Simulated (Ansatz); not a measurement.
`[AlH2][NH][SiH2][SiH3]` + `C[SiH](O)O` → `O[SiH](O)[AlH2]` + `CN[SiH2][SiH3]`  (redistribution)

Calculated with Ansatz (gas phase, PBE0-D4/def2-TZVP geometries, no zero-point term in ΔE). CCSD(T)/CBS adds triple-zeta CCSD(T) − MP2 to the extrapolated MP2 energy (def2 sets, frozen cores). Functionals use def2-TZVPP. B3LYP here is the variant with VWN-RPA as its local correlation; programs differ in this. One conformer a species, not always the lowest.

`[AlH2][NH][SiH2][SiH3]`:

```xyz
12

Al    1.457   -0.763   -2.068
N     0.803   -0.815   -0.410
Si    0.447    0.491    0.670
Si   -1.820    0.537    1.268
H     1.802    0.651   -2.683
H     1.647   -2.143   -2.821
H     0.587   -1.734   -0.043
H     0.807    1.751   -0.036
H     1.259    0.419    1.921
H    -2.099    1.613    2.258
H    -2.215   -0.766    1.875
H    -2.676    0.760    0.070
```

`C[SiH](O)O`:

Cartesian coordinates in Å:
```
C 0.897 0.746 0.692
Si -0.552 -0.012 -0.178
O -0.073 -0.188 -1.744
O -1.021 -1.441 0.492
H 1.784 0.113 0.599
H 1.138 1.719 0.259
H 0.684 0.885 1.754
H -1.778 0.818 -0.093
H -0.724 -0.513 -2.368
H -0.357 -2.125 0.588
```

`O[SiH](O)[AlH2]`:

Cartesian coordinates in Å:
```
O -0.283 1.045 1.629
Si -0.695 -0.076 0.483
O -0.437 -1.634 0.981
Al 0.532 0.363 -1.628
H 0.646 1.236 1.762
H -2.171 0.027 0.404
H 0.463 -1.964 0.987
H 2.126 0.264 -1.620
H -0.182 0.739 -2.997
```

`CN[SiH2][SiH3]`:

Cartesian coordinates in Å:
```
C -1.562 -0.917 0.810
N -0.899 0.357 0.997
Si 0.001 1.126 -0.253
Si 1.880 -0.067 -1.020
H -1.985 -0.963 -0.198
H -2.394 -1.027 1.511
H -0.900 -1.785 0.928
H -0.603 0.521 1.946
H 0.451 2.442 0.278
H -0.903 1.338 -1.421
H 1.486 -1.416 -1.517
H 2.870 -0.261 0.077
H 2.558 0.652 -2.136
```

```json
{"level": "PBE0", "ΔE (kJ/mol)": "211.9"}
{"level": "B3LYP", "ΔE (kJ/mol)": "220.6"}
{"level": "HF/def2-TZVPP", "ΔE (kJ/mol)": "231.5"}
{"level": "HF/def2-QZVPP", "ΔE (kJ/mol)": "232.1"}
```

Problem. What does CCSD(T)/CBS give? (Estimate.)

Solution. Ansatz gave: +230.6 kJ/mol. The listed levels differ from it by -18.7, -10.0, 0.9, 1.5 kJ/mol.

Largest T1 diagnostic among the species: 0.013.

From PBE to PBE0 (25 % exact exchange), in def2-TZVPP and without D4, ΔE moves by +9.1 kJ/mol.
